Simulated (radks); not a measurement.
Values are calculated unless marked as measured or tabulated.
Question: Ta, 73 electrons, occupied as [Xe] 4f14 5d3 6s2. Code: a radial shooting solver on a logarithmic mesh with Libxc functionals. Model: scalar-relativistic Kohn-Sham, BP86, spin-polarised, spherical densities, finite nucleus; open shells are filled with parallel spins first (spin-orbit coupling, left out, can overturn this in heavy ions); Fermi nuclear charge, rms radius 5.3507 fm. Some entries of the table are withheld. Estimate them.

| orbital | occ. | eigenvalue (eV) | <r> (bohr) |
|---|---|---|---|
| 1s down | 1 | -67355.15 | 0.01866 |
| 1s up | 1 | -67355.14 | 0.01866 |
| 2s up | 1 | -11572.68 | 0.07896 |
| 2s down | 1 | -11572.58 | 0.07896 |
| 2p up | 3 | -10144.15 | 0.07056 |
| 2p down | 3 | -10144.07 | 0.07056 |
| 3s up | 1 | -2651.073 | 0.2048 |
| 3s down | 1 | -2651.055 | 0.2048 |
| 3p up | 3 | -2225.964 | 0.2048 |
| 3p down | 3 | -2225.940 | 0.2048 |
| 3d up | 5 | -1729.106 | 0.1856 |
| 3d down | 5 | -1729.048 | 0.1856 |
| 4s up | 1 | -540.3475 | 0.4588 |
| 4s down | 1 | -540.2709 | 0.4588 |
| 4p up | 3 | -400.8446 | 0.4877 |
| 4p down | 3 | -400.7738 | 0.4877 |
| 4d up | 5 | -222.0844 | 0.5231 |
| 4d down | 5 | -221.9973 | 0.5230 |
| 5s up | 1 | -73.3278 | 1.103 |
| 5s down | 1 | -72.3481 | 1.097 |
| 5p up | 3 | -39.9273 | 1.299 |
| 5p down | 3 | -38.5777 | 1.290 |
| 4f up | 7 | (1) | 0.6416 |
| 4f down | 7 | (2) | 0.6373 |
| 6s up | 1 | (3) | 3.226 |
| 6s down | 1 | (4) | 3.409 |
| 5d up | 3 | -4.3179 | 2.214 |
| 5d down | 0 | -2.6966 | 2.359 |

Answer: 
(1) 4f up eigenvalue (eV): -24.6860
(2) 4f down eigenvalue (eV): -24.4490
(3) 6s up eigenvalue (eV): -6.0031
(4) 6s down eigenvalue (eV): -4.8769
